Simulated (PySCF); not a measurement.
## From computed data to an observable: entropy of an ideal gas

Sn(H)(OH) (H2OSn), SMILES [OH][SnH] (connectivity only; charge and spin as stated), neutral, multiplicity 1.

Geometry: B3LYP-D3(BJ)/def2-TZVP. The def2 effective core potentials stand for the cores of Sn; spin–orbit coupling is left out.

B3LYP-D3(BJ)/def2-TZVP run with PySCF gives the harmonic wavenumbers 525, 569, 584, 805, 1631, 3825 cm⁻¹ and the rotational temperatures 6.1405, 0.3966, 0.3725 K. The molar mass is 136.72 g/mol, the symmetry number 1, the spin multiplicity 1.

Task: Work out the entropy at 298.15 K and 1 atm in the rigid-rotor, harmonic-oscillator model.

Result: 
Translation (Sackur–Tetrode at 1 atm): S = R[1.5 ln M + 2.5 ln T − 1.16487] = 170.1 J/(mol K).
Rotation: q = (√π/σ) T^1.5/√(θA θB θC) = 9580, S = R[ln q + 3/2] = 88.7 J/(mol K).
Vibration: with u = 1.4388 ν/T, each mode gives R[u/(e^u − 1) − ln(1 − e^−u)]:
```json
[
 {"ν (cm⁻¹)": "525", "modes": "1", "u": "2.53", "S (J/(mol K))": "2.50"},
 {"ν (cm⁻¹)": "569", "modes": "1", "u": "2.75", "S (J/(mol K))": "2.12"},
 {"ν (cm⁻¹)": "584", "modes": "1", "u": "2.82", "S (J/(mol K))": "2.00"},
 {"ν (cm⁻¹)": "805", "modes": "1", "u": "3.88", "S (J/(mol K))": "0.85"},
 {"ν (cm⁻¹)": "1631", "modes": "1", "u": "7.87", "S (J/(mol K))": "0.03"}
]
```
The stiffer modes add less than 0.005 each. Sum 7.5 J/(mol K).
Spin: R ln 1 = 0.0 J/(mol K).
Total 266.3 J/(mol K); the program's own thermochemistry gives 266.3. Translation makes up 64 % and vibration 3 %. Anharmonicity, hindered rotation and orbital degeneracy are left out.
